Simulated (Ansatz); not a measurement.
**Which level was it?**

Ge2H6: 8 atoms, total charge 0, spin state singlet. As SMILES, `[GeH3][GeH3]`. The shape is that of a PBE0-D4/def2-TZVP optimisation.

| atom | x (Å) | y (Å) | z (Å) |
| --- | --- | --- | --- |
| Ge | -0.5692 | 0.2819 | -1.0299 |
| Ge | 0.5692 | -0.2819 | 1.0299 |
| H | -0.3605 | -0.8252 | -2.0758 |
| H | -2.0775 | 0.4423 | -0.7801 |
| H | -0.0232 | 1.6020 | -1.5979 |
| H | 0.3674 | 0.8291 | 2.0731 |
| H | 2.0763 | -0.4505 | 0.7785 |
| H | 0.0175 | -1.5977 | 1.6022 |

A calculation with Ansatz 0.2.0 gave:

```json
{"total energy": "-4157.1132 Eh", "HOMO energy": "-6.83 eV", "LUMO energy": "-0.35 eV", "HOMO–LUMO gap": "6.48 eV"}
```

Question: Which of these levels gave the numbers?
A. revPBE/6-31G* (spherical functions)
B. CAM-B3LYP/6-31G* (spherical functions)
C. BHLYP/6-31G* (spherical functions)
D. BLYP/6-31G* (spherical functions)

Answer: D. The others give -4157.2596 Eh (CAM-B3LYP/6-31G* (spherical functions)), -4156.9752 Eh (BHLYP/6-31G* (spherical functions)), -4156.7058 Eh (revPBE/6-31G* (spherical functions)).
